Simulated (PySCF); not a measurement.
Compound: C6H16BNO.
Bonds: C1–O2, O2–C3, C3–N4, N4–B5, B5–C6, C6–C7, C7–C8, C8–C9, C6–C9. Hydrogens: H10, H11, H12 on C1; H13, H14 on C3; H15, H16 on N4; H17, H18 on B5; H19 on C6; H20, H21 on C7; H22, H23 on C8; H24, H25 on C9.

Method: PBE0-D3(BJ)/def2-SVP geometry optimisation, gas phase in PySCF; density fitting, grid level 1; the optimiser is geomeTRIC in internal coordinates, started from a GFN2-xTB structure with every atom displaced at random (about 0.01 Å).

At the end of the run (lengths in Å): B5–H18 1.232, C3–N4 1.451, N4–B5 1.633, C1–H10 1.098, O2–C3 1.387, C1–O2 1.399, C9–H24 1.103, B5–C6–C7 112.5°, B5–C6–C9 114.9°, C7–C6–C9 88.0°, N4–B5–C6 106.6°, C1–O2–C3–N4 178°, O2–C3–N4–B5 -179°, C3–N4–B5–C6 176°, H24–C9–C6–B5 150°, H20–C7–C6–B5 -148°.

**Question.** These geometries were met on the way; a selection of coordinates is given. Order them by energy above the end point, lowest first.
A. B5–H18 1.176, C3–N4 1.397, N4–B5 1.677, C1–H10 1.059, O2–C3 1.422, C1–O2 1.426, C9–H24 1.081, B5–C6–C7 116.2°, B5–C6–C9 116.8°, C7–C6–C9 89.5°, N4–B5–C6 105.3°, C1–O2–C3–N4 -178°, O2–C3–N4–B5 178°, C3–N4–B5–C6 179°, H24–C9–C6–B5 128°, H20–C7–C6–B5 -128°
B. B5–H18 1.234, C3–N4 1.456, N4–B5 1.634, C1–H10 1.100, O2–C3 1.386, C1–O2 1.398, C9–H24 1.103, B5–C6–C7 111.6°, B5–C6–C9 114.2°, C7–C6–C9 88.3°, N4–B5–C6 106.8°, C1–O2–C3–N4 -177°, O2–C3–N4–B5 178°, C3–N4–B5–C6 169°, H24–C9–C6–B5 150°, H20–C7–C6–B5 -147°
C. B5–H18 1.238, C3–N4 1.462, N4–B5 1.630, C1–H10 1.107, O2–C3 1.383, C1–O2 1.398, C9–H24 1.104, B5–C6–C7 115.0°, B5–C6–C9 116.8°, C7–C6–C9 89.3°, N4–B5–C6 105.7°, C1–O2–C3–N4 177°, O2–C3–N4–B5 180°, C3–N4–B5–C6 177°, H24–C9–C6–B5 129°, H20–C7–C6–B5 -128°
D. B5–H18 1.232, C3–N4 1.451, N4–B5 1.635, C1–H10 1.098, O2–C3 1.387, C1–O2 1.399, C9–H24 1.103, B5–C6–C7 112.5°, B5–C6–C9 114.8°, C7–C6–C9 88.0°, N4–B5–C6 106.6°, C1–O2–C3–N4 179°, O2–C3–N4–B5 177°, C3–N4–B5–C6 172°, H24–C9–C6–B5 150°, H20–C7–C6–B5 -148°

**Answer.** D (0.004 eV), B (0.016 eV), C (0.049 eV), A (0.286 eV).

```
step  E above end (eV)  rms distance from the end, all atoms (Å)  largest force (eV/Å)  rms shift of all bonds from the end (Å)
  15             0.004                                     0.056                 0.026                                    0.000
   9             0.016                                     0.104                 0.198                                    0.002
   1             0.049                                     0.284                 0.545                                    0.004
   0             0.286                                     0.333                 2.611                                    0.024
```

Rows stand in the order of the answer.
